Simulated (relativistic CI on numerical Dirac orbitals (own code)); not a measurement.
Ligand-field terms of d8

Computed with a parametric ligand-field model of a d^n configuration (Racah B and C, spin-orbit zeta, crystal field), exact diagonalisation.

Field parameters in Wybourne normalisation: Oh B⁴₀ = 21Dq, B⁴₄ = √(5/14) B⁴₀. The field is a parameter set, without covalency.

Q: Ground term and bands for B = 880, C = 3690, ζ = 0 cm⁻¹, Oh, 10Dq = 7920 cm⁻¹?

A: Ground term 3A2 with 2.00 electrons in the two orbitals of the cubic e set. Spin-allowed: 3T2 7920 cm⁻¹ (1263 nm), 3T1 13200 cm⁻¹ (758 nm), 3T1 23760 cm⁻¹ (421 nm). Lowest spin-forbidden: 1E 13882 cm⁻¹ (720 nm), 1T2 21387 cm⁻¹ (468 nm), 1A1 22411 cm⁻¹ (446 nm). With an A2 ground term the first spin-allowed band lies at |10Dq| itself.

Q: Ground term and bands for B = 880, C = 3690, ζ = 0 cm⁻¹, Oh, 10Dq = 32560 cm⁻¹?

A: Ground term 3A2 with 2.00 electrons in the two orbitals of the cubic e set. Spin-allowed: 3T2 32560 cm⁻¹ (307 nm), 3T1 42036 cm⁻¹ (238 nm), 3T1 68844 cm⁻¹ (145 nm). Lowest spin-forbidden: 1E 14279 cm⁻¹ (700 nm), 1A1 26399 cm⁻¹ (379 nm), 1T2 46704 cm⁻¹ (214 nm). With an A2 ground term the first spin-allowed band lies at |10Dq| itself.

Q: Ground term and bands for B = 880, C = 3690, ζ = 0 cm⁻¹, Oh, 10Dq = 880 cm⁻¹?

A: Ground term 3A2 with 2.00 electrons in the two orbitals of the cubic e set. Spin-allowed: 3T2 880 cm⁻¹, 3T1 1574 cm⁻¹, 3T1 14266 cm⁻¹ (701 nm). Lowest spin-forbidden: 1E 12418 cm⁻¹ (805 nm), 1T2 13007 cm⁻¹ (769 nm), 1A1 18617 cm⁻¹ (537 nm). With an A2 ground term the first spin-allowed band lies at |10Dq| itself.

Q: Ground term and bands for B = 880, C = 3690, ζ = 0 cm⁻¹, Oh, 10Dq = 37840 cm⁻¹?

A: Ground term 3A2 with 2.00 electrons in the two orbitals of the cubic e set. Spin-allowed: 3T2 37840 cm⁻¹ (264 nm), 3T1 47496 cm⁻¹ (211 nm), 3T1 79224 cm⁻¹ (126 nm). Lowest spin-forbidden: 1E 14299 cm⁻¹ (699 nm), 1A1 26700 cm⁻¹ (375 nm), 1T2 52021 cm⁻¹ (192 nm). With an A2 ground term the first spin-allowed band lies at |10Dq| itself.

Q: Ground term and bands for B = 880, C = 3690, ζ = 0 cm⁻¹, Oh, 10Dq = 39600 cm⁻¹?

A: Ground term 3A2 with 2.00 electrons in the two orbitals of the cubic e set. Spin-allowed: 3T2 39600 cm⁻¹ (253 nm), 3T1 49303 cm⁻¹ (203 nm), 3T1 82697 cm⁻¹ (121 nm). Lowest spin-forbidden: 1E 14304 cm⁻¹ (699 nm), 1A1 26785 cm⁻¹ (373 nm), 1T2 53792 cm⁻¹ (186 nm). With an A2 ground term the first spin-allowed band lies at |10Dq| itself.
